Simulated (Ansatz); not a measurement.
`Cl[SiH2]S[Si](Cl)(Cl)Cl` + `O[Si](F)(F)F` → `F[Si](F)(F)O[Si](Cl)(Cl)Cl` + `S[SiH2]Cl`  (ligand exchange at the Si–S bond)

Program: Ansatz. Geometries: PBE0-D4/def2-TZVP. ΔE: electronic, gas phase. CCSD(T)/CBS is the MP2 limit (def2-TZVPP, def2-QZVPP) plus CCSD(T) − MP2 in def2-TZVPP, frozen cores. DFT in def2-TZVPP. B3LYP here is the variant with VWN-RPA as its local correlation; programs differ in this. Each species was taken in one conformer, which may not be the lowest.

CCSD(T)/CBS gives -0.56 eV.

Another level gave -0.59 eV. Which?
A. B3LYP/def2-TZVPP
B. PBE-D4/def2-TZVPP
C. ωB97X-V/def2-TZVPP
D. HF/def2-TZVPP

C. ωB97X-V -0.59, B3LYP -0.71, HF/def2-TZVPP -0.95, PBE-D4 -0.40 eV.

Largest T1 diagnostic among the species: 0.011.

From PBE to PBE0 (25 % exact exchange), in def2-TZVPP and without D4, ΔE moves by −0.06 eV. In def2-TZVPP, CCSD(T) changes the Hartree–Fock value by +0.32 eV (the triples alone add +0.07 eV) and MP2 by +0.43 eV.
